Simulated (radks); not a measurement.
The oxygen ion O4+, configuration [He] 2s2 (the NIST ground configuration). All-electron calculation, Dirac Kohn-Sham, PBE, spin-unpolarised, spherical densities, point nucleus. Program: a radial shooting solver on a logarithmic mesh with Libxc functionals.

Unscreened Slater integrals over Kohn-Sham orbitals (cm^-1). Large and small components are both included.

integral,value
"F0(2s1/2,2s1/2)",213110
"F0(2s1/2,1s1/2)",298470
"G0(2s1/2,1s1/2)",26318
"F0(1s1/2,1s1/2)",1040800
